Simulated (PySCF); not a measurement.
A small calculation by hand: oscillator strength and radiative lifetime

pent-1-ene (C₅H₁₀), SMILES C(=C)CCC.

Geometry optimised at B3LYP-D3(BJ)/def2-SVP. The values are those of a single conformer.

TDA-PBE/def2-SVPD run with PySCF 2.14.0 puts the first singlet state with f over 0.02 at 6.47 eV (vertical), with the transition dipole (0.617, -0.084, 0.115) in atomic units.

Q: Find the oscillator strength, the wavelength and the radiative lifetime that this transition would have in vacuum if emission retraced absorption.

A: 
|μ|² = 0.4010 au, so |μ| = 1.61 D. ΔE = 6.47/27.211 = 0.2378 hartree. f = (2/3) ΔE |μ|² = 0.064 (the program prints 0.063).
λ = 1239.84/6.47 = 192 nm; ν = 52184 cm⁻¹.
Einstein's coefficient A = 0.6670 ν² f s⁻¹ (ν in cm⁻¹) = 1.2e8 s⁻¹, so τ = 1/A = 8.7 ns. This state is S1. The figure is the radiative limit of this one transition; relaxation, internal conversion, crossing to triplets and a medium change what is measured.
